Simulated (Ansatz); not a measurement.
**Nudged elastic band run: C$_{2}$H$_{10}$ClNSi$_{2}$**

The input (input.yaml):

```yaml
crystal:
  periodic: [false, false, false]
  atoms:
    - { symbol: C, position_ang: [-0.337824, -1.209828, 1.481207] }
    - { symbol: Si, position_ang: [0.023946, -0.438491, -0.184482] }
    - { symbol: Si, position_ang: [2.274539, -0.580989, -0.811488] }
    - { symbol: Cl, position_ang: [-1.077124, -1.489802, -1.631063] }
    - { symbol: C, position_ang: [-0.611715, 1.341821, -0.247742] }
    - { symbol: "N", position_ang: [-2.040219, 1.349131, 0.051106] }
    - { symbol: H, position_ang: [-0.150789, -2.287753, 1.479424] }
    - { symbol: H, position_ang: [-1.38687, -1.027161, 1.735311] }
    - { symbol: H, position_ang: [0.287782, -0.751845, 2.256436] }
    - { symbol: H, position_ang: [2.730088, -2.000041, -0.824523] }
    - { symbol: H, position_ang: [3.12191, 0.173384, 0.160412] }
    - { symbol: H, position_ang: [2.485564, 0.004584, -2.165992] }
    - { symbol: H, position_ang: [-0.319847, 1.823935, -1.197922] }
    - { symbol: H, position_ang: [-0.084032, 1.883722, 0.550046] }
    - { symbol: H, position_ang: [-2.548091, 0.883967, -0.696253] }
    - { symbol: H, position_ang: [-2.390418, 2.302467, 0.089922] }
basis:
  gaussian: { orbitals: "6-31G*" }
hamiltonian:
  xc: pbe0
  dispersion: d4
neb:
  order_check: false
  images: 5
  f_tol: 0.05
  max_iterations: 36
  initial_path: idpp
  spring: 20.0
  final_atoms:
    - { symbol: C, position_ang: [-0.38241122, -1.1018618, 1.44574176] }
    - { symbol: Si, position_ang: [0.02457762, -0.36356161, -0.23236551] }
    - { symbol: Si, position_ang: [2.28425331, -0.62272492, -0.78724351] }
    - { symbol: Cl, position_ang: [-1.09877656, -1.43035143, -1.6476109] }
    - { symbol: C, position_ang: [-0.58845522, 1.43240339, -0.34245865] }
    - { symbol: "N", position_ang: [-2.02427027, 1.61512663, -0.12657768] }
    - { symbol: H, position_ang: [-0.14680002, -2.17005089, 1.47433129] }
    - { symbol: H, position_ang: [-1.44795239, -0.98920362, 1.67602288] }
    - { symbol: H, position_ang: [0.19458086, -0.60535046, 2.23498941] }
    - { symbol: H, position_ang: [2.68253957, -2.05893022, -0.76448824] }
    - { symbol: H, position_ang: [3.12986278, 0.11308028, 0.19994539] }
    - { symbol: H, position_ang: [2.55757143, -0.06598248, -2.14235864] }
    - { symbol: H, position_ang: [-0.32941418, 1.84982079, -1.32314388] }
    - { symbol: H, position_ang: [-0.04206544, 2.04270669, 0.39011292] }
    - { symbol: H, position_ang: [-2.54666996, 1.06231273, -0.80226919] }
    - { symbol: H, position_ang: [-2.2896703, 1.26966792, 0.79177156] }
```

Run as:

```bash
$ ansatz run input.yaml --threads 2 --pin off --max-ram 3072MiB --backend cpu --events-out ev --progress --plain --runs-dir out
```

Output, in part (warnings, iteration lines, the closing report on the highest movable image, with atoms numbered from 0):

```
NEB end point (image 0): max|allowed force component| = 1.239e-2 eV/Å (the criterion of neb.relax_end_points is 1.000e-2)
NEB end point (image 6): max|allowed force component| = 6.669e-3 eV/Å (the criterion of neb.relax_end_points is 1.000e-2)
NEB iter   1: max|band force component| = 1.139e0 eV/Å  barrier→ = 0.2906 eV  barrier← = 0.2801 eV  Δτ_max = 0.0718 Å  (185 SCF iters)
NEB iter   2: max|band force component| = 3.627e-1 eV/Å  barrier→ = 0.2461 eV  barrier← = 0.2356 eV  CI = image 3  Δτ_max = 0.0665 Å  (141 SCF iters)
NEB iter   3: max|band force component| = 2.580e-1 eV/Å  barrier→ = 0.2361 eV  barrier← = 0.2256 eV  CI = image 3  Δτ_max = 0.0180 Å  (140 SCF iters)
NEB iter   4: max|band force component| = 1.020e-1 eV/Å  barrier→ = 0.2339 eV  barrier← = 0.2233 eV  CI = image 3  Δτ_max = 0.0222 Å  (121 SCF iters)
NEB iter   5: max|band force component| = 2.897e-2 eV/Å  barrier→ = 0.2333 eV  barrier← = 0.2228 eV  CI = image 3  Δτ_max = 0.0000 Å  (256 SCF iters)
Total energy: -31990.11984854 eV, -1175.6152207518 hartree
Atom 0 at    -0.393450    -1.088507     1.479590 Å, force    -0.001456    -0.005486    -0.002946 eV/Å
Atom 1 at     0.042965    -0.406677    -0.210416 Å, force    -0.004167     0.020925     0.004846 eV/Å
Atom 2 at     2.306014    -0.680086    -0.750412 Å, force    -0.000514    -0.001317    -0.004501 eV/Å
Atom 3 at    -1.047994    -1.509322    -1.626844 Å, force    -0.000539     0.001476     0.002881 eV/Å
Atom 4 at    -0.575291     1.383699    -0.374869 Å, force     0.011657    -0.012269    -0.009592 eV/Å
Atom 5 at    -1.997407     1.442399    -0.197359 Å, force     0.028857     0.002059    -0.005602 eV/Å
Atom 6 at    -0.243650    -2.171097     1.528372 Å, force    -0.000506    -0.001637     0.003249 eV/Å
Atom 7 at    -1.445243    -0.870218     1.692746 Å, force    -0.001198    -0.000584     0.002699 eV/Å
Atom 8 at     0.222699    -0.620508     2.256543 Å, force     0.000653     0.000388    -0.003605 eV/Å
Atom 9 at     2.707639    -2.114712    -0.692171 Å, force    -0.001279     0.000477     0.000476 eV/Å
Atom 10 at     3.158143     0.078593     0.214926 Å, force    -0.002427     0.000942    -0.000083 eV/Å
Atom 11 at     2.585526    -0.161479    -2.119979 Å, force     0.003228    -0.000662     0.000360 eV/Å
Atom 12 at    -0.234432     1.836181    -1.321545 Å, force     0.001030     0.006310     0.003767 eV/Å
Atom 13 at    -0.093405     1.966694     0.421212 Å, force    -0.004701    -0.007215    -0.000378 eV/Å
Atom 14 at    -2.605652     0.920496    -0.801493 Å, force    -0.010726    -0.003457     0.012191 eV/Å
Atom 15 at    -2.409564     1.971645     0.546098 Å, force    -0.017910     0.000050    -0.003762 eV/Å
Dipole moment:    -0.055278     0.357942     0.458831 e Å
```

The run converged. Another band between the same ends (5 images) ends at a top of the same energy, where a vibrational analysis finds 1 clearly imaginary mode.

Final band (atoms are numbered from 1 in the order of the input):

| image | path coordinate (Å) | energy (eV) | height of N6 over the plane of its neighbours (Å) |
| --- | --- | --- | --- |
| 0 | 0.00 | 0.000 | -0.39 |
| 1 | 0.31 | 0.011 | -0.38 |
| 2 | 0.61 | 0.076 | -0.29 |
| 3 | 0.92 | 0.233 | 0.01 |
| 4 | 1.22 | 0.085 | 0.31 |
| 5 | 1.53 | 0.025 | 0.38 |
| 6 | 1.83 | 0.011 | 0.39 |

Run time: 3.2 min on 2 threads of Intel(R) Xeon(R) Platinum 8259CL CPU @ 2.50GHz (Skylake/Cascade Lake) (shared host), peak memory 0.37 GiB.
